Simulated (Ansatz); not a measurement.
`[NH2][Ga]([OH])[OH]` + `N[SiH2][SiH](O)F` → `[NH2][Ga]([NH2])[OH]` + `O[SiH2][SiH](O)F`  (redistribution)

Program: Ansatz. Geometries: PBE0-D4/def2-TZVP. ΔE: electronic, gas phase. CBS: MP2 limit from def2 TZ/QZ plus the TZ coupled-cluster correction, frozen cores. DFT in def2-TZVPP. B3LYP here is the variant with VWN-RPA as its local correlation; programs differ in this. For Ga outer-core shells are correlated without core-valence functions, which leaves a few kJ/mol of doubt a bond. Scalar relativity is left out up to krypton. One conformer a species, not always the lowest.

Is it downhill or uphill in electronic energy at CCSD(T)/CBS, and by how much? (Best estimate.)

Ansatz gave: Downhill: ΔE = -4.8 kcal/mol.

What do these levels give: PBE0-D4, B3LYP-D4, ωB97M-V, B2PLYP, r2SCAN, B3LYP, HF/def2-TZVPP, SCS-MP2/def2-TZVPP, CCSD(T)/def2-TZVPP, MP2/def2-QZVPP, HF/CBS(def2), CCSD/CBS(def2)? (Estimate.)

The calculation gave: PBE0-D4 -3.5, B3LYP-D4 -4.0, ωB97M-V -3.9, B2PLYP -4.0, r2SCAN -3.5, B3LYP -4.2, HF/def2-TZVPP -5.6, SCS-MP2/def2-TZVPP -4.0, CCSD(T)/def2-TZVPP -3.8, MP2/def2-QZVPP -4.5, HF/CBS(def2) -5.7, CCSD/CBS(def2) -5.2 kcal/mol.

Largest T1 diagnostic among the species: 0.013.

From PBE to PBE0 (25 % exact exchange), in def2-TZVPP and without D4, ΔE moves by −0.8 kcal/mol. In def2-TZVPP, CCSD(T) changes the Hartree–Fock value by +1.8 kcal/mol (the triples alone add +0.4 kcal/mol) and MP2 by +1.7 kcal/mol.
